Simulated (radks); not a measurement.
Nd+, 59 electrons, occupied as [Xe] 4f4 7d1 (not the ground configuration). Method: Dirac Kohn-Sham, PBE, spin-unpolarised, spherical densities, point nucleus; open shells are shared between the two j in proportion to 2j + 1; computed with a radial shooting solver on a logarithmic mesh with Libxc functionals.

Normalised radial functions P(r) = r R(r) (large component), r in bohr:

| r | 5p1/2 |
|---|---|
| 0.0008348 | 0.0018 |
| 0.0009876 | 0.0022 |
| 0.001178 | 0.0027 |
| 0.001393 | 0.0033 |
| 0.001661 | 0.0041 |
| 0.001965 | 0.0050 |
| 0.002343 | 0.0063 |
| 0.002772 | 0.0079 |
| 0.003279 | 0.0099 |
| 0.00391 | 0.0126 |
| 0.004625 | 0.0160 |
| 0.005515 | 0.0205 |
| 0.006524 | 0.0260 |
| 0.007779 | 0.0334 |
| 0.009203 | 0.0423 |
| 0.01089 | 0.0534 |
| 0.01298 | 0.0677 |
| 0.01536 | 0.0842 |
| 0.01831 | 0.1044 |
| 0.02166 | 0.1263 |
| 0.02583 | 0.1510 |
| 0.03055 | 0.1744 |
| 0.03614 | 0.1948 |
| 0.0431 | 0.2087 |
| 0.05098 | 0.2092 |
| 0.06079 | 0.1899 |
| 0.07191 | 0.1472 |
| 0.08575 | 0.0739 |
| 0.1014 | -0.0204 |
| 0.12 | -0.1276 |
| 0.1431 | -0.2322 |
| 0.1693 | -0.2964 |
| 0.2018 | -0.2952 |
| 0.2388 | -0.2100 |
| 0.2847 | -0.0374 |
| 0.3368 | 0.1707 |
| 0.3984 | 0.3592 |
| 0.4751 | 0.4596 |
| 0.562 | 0.4090 |
| 0.6701 | 0.1949 |
| 0.7927 | -0.1162 |
| 0.9453 | -0.4651 |
| 1.118 | -0.7337 |
| 1.323 | -0.8810 |
| 1.577 | -0.8848 |
| 1.866 | -0.7678 |
| 2.225 | -0.5740 |
| 2.632 | -0.3796 |
| 3.138 | -0.2121 |
| 3.713 | -0.1041 |
| 4.392 | -0.0427 |
| 5.237 | -0.0134 |
| 6.195 | -0.0035 |
| 7.387 | -0.0006 |
| 8.738 | -0.0001 |
| 10.42 | 0.0000 |
| 12.33 | 0.0000 |
| 14.58 | 0.0000 |
| 17.39 | 0.0000 |
| 20.57 | 0.0000 |
| 24.53 | 0.0000 |
| 29.01 | 0.0000 |
| 34.6 | 0.0000 |
| 40.92 | 0.0000 |

5p1/2: eigenvalue -34.582 eV, 3 radial nodes at r = 0.0981, 0.294, 0.747 bohr, <r> = 1.66 bohr, 90 % of the charge inside 2.42 bohr.
